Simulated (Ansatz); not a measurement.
Species: HBCl$_{2}$, SMILES `ClBCl` (charge 0, multiplicity 1).

Task: Give a relaxed geometry from CAM-B3LYP-D3(BJ)/def2-TZVP (Ansatz, a first-principles code).

Result: the end point of this relaxation (outside a Z-matrix the atoms follow the SMILES, hydrogens last).
Bonded distances (Å): Cl1–B2 1.734, B2–Cl3 1.734, B2–H4 1.181. Bond angles (°): Cl1–B2–Cl3 120.8, Cl1–B2–H4 119.6, Cl3–B2–H4 119.6.
